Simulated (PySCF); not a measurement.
C$_{3}$H$_{7}$ (SMILES [CH2]CC), doublet, geometry from GFN2-xTB, with bond 10-3 at 1.25 times its length; HF/STO-3G run with PySCF.

Here is a job for PySCF.
```python
from pyscf import gto, scf

mol = gto.Mole()
mol.atom = '''
    C     1.274992    0.320263    0.118606
    C     0.099091   -0.448930   -0.322039
    C    -1.217253    0.123934    0.189649
    H     2.261869   -0.004125   -0.148030
    H     1.164059    1.216803    0.694388
    H     0.073189   -0.493377   -1.422404
    H     0.195780   -1.495648    0.003741
    H    -1.229333    0.132314    1.277163
    H    -2.057554   -0.472014   -0.159490
    H    -1.381927    1.399575   -0.250738
'''
mol.basis = 'sto-3g'
mol.charge = 0
mol.spin = 1
mol.verbose = 4
mol.build()

mf = scf.UHF(mol)
mf.kernel()
mo_i, mo_e, stable_i, stable_e = mf.stability(internal=True, external=True, return_status=True, nroots=6, tol=1e-6)
print('internally stable:', stable_i, ' externally stable:', stable_e)
if not stable_i:
    umf = mf.copy()
    umf.scf_summary = {}
    umf.kernel(umf.make_rdm1(mo_i, mf.mo_occ))
```

Output, abridged:

```
PySCF version 2.14.0

[INPUT] verbose = 4
[INPUT] num. atoms = 10
[INPUT] num. electrons = 25
[INPUT] charge = 0
[INPUT] spin (= nelec alpha-beta = 2S) = 1
[INPUT] symmetry False subgroup None
[INPUT] Mole.unit = angstrom
[INPUT] Symbol           X                Y                Z      unit          X                Y                Z       unit  Magmom
[INPUT]  1 C      1.274992000000   0.320263000000   0.118606000000 AA    2.409385691011   0.605209357832   0.224132856730 Bohr   0.0
[INPUT]  2 C      0.099091000000  -0.448930000000  -0.322039000000 AA    0.187254851409  -0.848354749101  -0.608565511429 Bohr   0.0
[INPUT]  3 C     -1.217253000000   0.123934000000   0.189649000000 AA   -2.300274794305   0.234201317522   0.358384669798 Bohr   0.0
[INPUT]  4 H      2.261869000000  -0.004125000000  -0.148030000000 AA    4.274312939644  -0.007795120264  -0.279736158219 Bohr   0.0
[INPUT]  5 H      1.164059000000   1.216803000000   0.694388000000 AA    2.199752702835   2.299424417549   1.312203144184 Bohr   0.0
[INPUT]  6 H      0.073189000000  -0.493377000000  -1.422404000000 AA    0.138307165331  -0.932347406160  -2.687953998486 Bohr   0.0
[INPUT]  7 H      0.195780000000  -1.495648000000   0.003741000000 AA    0.369970580667  -2.826365098753   0.007069465432 Bohr   0.0
[INPUT]  8 H     -1.229333000000   0.132314000000   1.277163000000 AA   -2.323102685890   0.250037222446   2.413488286428 Bohr   0.0
[INPUT]  9 H     -2.057554000000  -0.472014000000  -0.159490000000 AA   -3.888213546503  -0.891977186960  -0.301392419607 Bohr   0.0
[INPUT] 10 H     -1.381927000000   1.399575000000  -0.250738000000 AA   -2.611463554142   2.644813440788  -0.473826149021 Bohr   0.0

nuclear repulsion = 75.5647421945397
number of shells = 16
number of NR pGTOs = 66
number of NR cGTOs = 22
basis = sto-3g
ecp = {}

******** <class 'pyscf.scf.uhf.UHF'> ********
method = UHF
initial guess = minao
damping factor = 0
level_shift factor = 0
DIIS = <class 'pyscf.scf.diis.CDIIS'>
diis_start_cycle = 1
diis_space = 8
diis_damp = 0
SCF conv_tol = 1e-09
SCF conv_tol_grad = None
SCF max_cycles = 50
direct_scf = True
direct_scf_tol = 1e-13
number electrons alpha = 13  beta = 12
Set gradient conv threshold to 3.16228e-05
init E= -116.278703560555

cycle= 1 E= -116.168237254301  delta_E= 0.11  |g|= 0.159  |ddm|= 2.51
cycle= 2 E= -116.193211668339  delta_E= -0.025  |g|= 0.0506  |ddm|= 0.271
cycle= 3 E= -116.196246996383  delta_E= -0.00304  |g|= 0.0162  |ddm|= 0.103
cycle= 4 E= -116.19659541322  delta_E= -0.000348  |g|= 0.00814  |ddm|= 0.031
cycle= 5 E= -116.196717842539  delta_E= -0.000122  |g|= 0.00196  |ddm|= 0.0269
cycle= 6 E= -116.196724939865  delta_E= -7.1e-06  |g|= 0.00062  |ddm|= 0.00651
cycle= 7 E= -116.196725699213  delta_E= -7.59e-07  |g|= 0.00031  |ddm|= 0.00174
cycle= 8 E= -116.19672596014  delta_E= -2.61e-07  |g|= 0.00015  |ddm|= 0.00118
cycle= 9 E= -116.196726035276  delta_E= -7.51e-08  |g|= 7.69e-05  |ddm|= 0.000685
cycle= 10 E= -116.196726054309  delta_E= -1.9e-08  |g|= 5.02e-05  |ddm|= 0.000295
cycle= 11 E= -116.196726065885  delta_E= -1.16e-08  |g|= 2.03e-05  |ddm|= 0.000322
cycle= 12 E= -116.19672606763  delta_E= -1.74e-09  |g|= 7.5e-06  |ddm|= 0.000138
cycle= 13 E= -116.196726067788  delta_E= -1.58e-10  |g|= 2.25e-06  |ddm|= 3.86e-05
Extra cycle  E= -116.196726067794  delta_E= -6.17e-12  |g|= 1.34e-06  |ddm|= 3.81e-06
converged SCF energy = -116.196726067794  <S^2> = 0.76532934  2S+1 = 2.015271
uhf_internal: lowest eigs of H = [0.32691746 0.73019012 0.74364777 0.75133199 0.86790951 0.92909007]
<class 'pyscf.scf.uhf.UHF'> wavefunction is stable in the internal stability analysis
uhf_real2complex: lowest eigs of H = [0.37459398 0.38221418 0.51455437 0.5147334  0.51807518 0.54757836]
<class 'pyscf.scf.uhf.UHF'> wavefunction is stable in the real -> complex stability analysis
uhf_external: lowest eigs of H = [9.75901253e-08 1.63466421e-01 3.55640296e-01 3.62871978e-01
 3.73166670e-01 4.34084485e-01]
<class 'pyscf.scf.uhf.UHF'> wavefunction is stable in the UHF/UKS -> GHF/GKS stability analysis
internally stable: True  externally stable: True
```
